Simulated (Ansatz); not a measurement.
SnPt2⁺ (the lowest doublet isomer of a short search). Charge 1, multiplicity 2. Geometry r2SCAN-D4/def2-TZVP, basis def2-TZVP, Ansatz.

```xyz
3

Pt   -0.499   -0.772    1.077
Pt    1.048    0.893    0.331
Sn   -0.549   -0.121   -1.408
```

```csv
run,HOMO (eV),LUMO (eV)
A,-10.84,-10.44
B,-11.05,-10.86
C,-11.95,-9.13
D,-11.06,-10.14
E,-11.52,-9.65
F,-10.99,-9.92
```

In the def2 sets Pt, Sn take a core potential; there is no spin–orbit coupling. The structure comes from a short search, and lower isomers may exist.

HOMO and LUMO are taken over both spins.

Q: The runs used B97M-V, LDA (SPW92), PBE, PBE0, r2SCAN, r2SCANh. Estimate which is which.

A: A PBE (0 % exact exchange); B LDA (SPW92) (0 % exact exchange); C PBE0 (25 % exact exchange); D r2SCAN (0 % exact exchange); E r2SCANh (10 % exact exchange); F B97M-V (0 % exact exchange). Exact exchange lowers occupied and raises empty levels; among semilocal functionals meta-GGAs tend to open the gap a little, and such runs are hard to tell apart. The gap grows from 0.19 eV (LDA (SPW92)) to 2.82 eV (PBE0).
